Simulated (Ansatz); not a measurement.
Input for Ansatz (a program for electronic structure): U-CCSD(T)/def2-SVP on CdH3N (SMILES [NH2][CdH]), a point of a bond scan (R = 3.809 Å). Elements past Kr take the def2 small-core potentials; no spin–orbit coupling.

Ansatz 0.2 input:
```yaml
crystal:
  periodic: [false, false, false]
  atoms:
    - {symbol: Cd, position_ang: [-0.19315055, -0.04077904, -0.22746535]}
    - {symbol: H, position_ang: [-2.53024336, -0.49059871, -3.20119931]}
    - {symbol: N, position_ang: [1.16167798, 0.26842501, 1.25041043]}
    - {symbol: H, position_ang: [1.49906634, -0.57553431, 1.69861765]}
    - {symbol: H, position_ang: [0.84969212, 0.89030603, 1.98723929]}
basis:
  gaussian:
    orbitals: def2-SVP
correlation: {method: ccsd_t, electrons: outside_noble_gas}
scf: {omitted_lower_state_checks: [cluster_reference]}
magnetization: {spin_polarized: true, initial_magnetization: 0}
```

The log:

```
WARN ansatz: RAYON_NUM_THREADS=1 ignored (pool sized by the plan → 1); use --threads N
Functional definition: HF
these checks for a lower state are left out or cut short: cluster_reference
integrals: 0.05 GiB planned
629 factors; integrals over basis functions are off by at most 5.8e-4 eV
mean field: 0.16 GiB planned
mean field evaluation 1: about -6059.3650 eV, gradient 2.2e1 eV
mean field evaluation 2: about -6059.5081 eV, gradient 2.2e1 eV
mean field evaluation 4: about -6062.1706 eV, gradient 1.9e0 eV
mean field evaluation 8: about -6062.2187 eV, gradient 1.8e-1 eV
mean field evaluation 16: about -6062.6224 eV, gradient 2.6e0 eV
mean field evaluation 32: about -6060.8215 eV, gradient 2.5e1 eV
mean field evaluation 64: about -6064.3662 eV, gradient 8.7e-5 eV
mean field evaluation 96: about -6062.4451 eV, gradient 1.3e1 eV
mean field evaluation 128: about -6063.5220 eV, gradient 7.7e0 eV
mean field evaluation 160: about -6062.2192 eV, gradient 7.4e-2 eV
mean field -6064.36624745 eV, -222.8613490186 hartree, gradient 2.0e-6 eV, S^2 0.980920; 10 other end points of the search recorded, 0 dependent functions left out
5 core orbitals not correlated
reference -6064.36624745 eV, -222.8613490186 hartree; 10, 10 occupied and 45, 45 virtual orbitals, 629 factors
second order -12.21687031 eV of doubles, -0.00000000 eV of singles
coupled cluster: 0.19 GiB planned
cycle   1  -11.95104305 eV  change    2.7e-1 eV  update   8.7e-2
cycle   2  -12.18354365 eV  change   -2.3e-1 eV  update   3.0e-2
cycle   3  -12.26879573 eV  change   -8.5e-2 eV  update   2.3e-2
cycle   4  -12.26661580 eV  change    2.2e-3 eV  update   9.9e-3
cycle   5  -12.26303484 eV  change    3.6e-3 eV  update   6.1e-3
cycle   6  -12.26626909 eV  change   -3.2e-3 eV  update   3.8e-3
cycle   7  -12.26809764 eV  change   -1.8e-3 eV  update   2.9e-3
cycle   8  -12.26858406 eV  change   -4.9e-4 eV  update   2.3e-3
cycle   9  -12.26950651 eV  change   -9.2e-4 eV  update   1.9e-3
cycle  10  -12.26950828 eV  change   -1.8e-6 eV  update   1.6e-3
cycle  11  -12.27090489 eV  change   -1.4e-3 eV  update   1.3e-3
cycle  12  -12.27233733 eV  change   -1.4e-3 eV  update   7.4e-4
cycle  13  -12.27242438 eV  change   -8.7e-5 eV  update   3.9e-4
cycle  14  -12.27254082 eV  change   -1.2e-4 eV  update   1.6e-4
cycle  15  -12.27248530 eV  change    5.6e-5 eV  update   6.8e-5
cycle  16  -12.27247290 eV  change    1.2e-5 eV  update   3.3e-5
cycle  17  -12.27247933 eV  change   -6.4e-6 eV  update   1.5e-5
coupled cluster: 0.19 GiB planned
perturbative correction -0.29454636 eV, -0.0108243790 hartree
Total energy: -6076.93327314 eV, -223.3231786945 hartree
Checks for a lower state left out: cluster_reference
```

The run converged. Its determinant has ⟨S²⟩ = 0.98, a mixture of spin states.

Cost: roughly 7 core-seconds.
